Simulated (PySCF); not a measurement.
How methods differ on the ionisation energy of Ge²⁷⁺

Ge²⁷⁺ [He] 2s2 2p1 [2p1/2^1, M_J = 1/2] → Ge²⁸⁺ [He] 2s2, as a difference of total energies. Computed with PySCF 2.14 in an even-tempered Gaussian basis (17 s from 9 bohr⁻², ratio 2.4; 11 p from 12 bohr⁻², ratio 2.4; 5 d from 39 bohr⁻², ratio 2.6; 4 f from 59 bohr⁻², ratio 2.6), with the two-component X2C-1e Hamiltonian. Correlated levels: nothing frozen; the 28 highest virtual spinors dropped. "Screened" scales the spin-orbit matrix elements by Boettger's factors to mimic the two-electron term; Breit and QED terms are absent.

```tsv
method	ionisation energy (eV)
GHF (spin-free)	2861.1
GMP2 (spin-free)	2860.3
GHF (screened spin-orbit)	2886.6
GMP2 (screened spin-orbit)	2885.8
```

For this ion Breit and QED terms and the two-electron picture change, all absent here, outweigh the correlation shift from GHF to GMP2.

The spin-free rows lack the spin-orbit shift.

For comparison: 2881.9 ± 1.6 eV (semi-empirical (NIST evaluation); NIST Atomic Spectra Database, ionization energies).
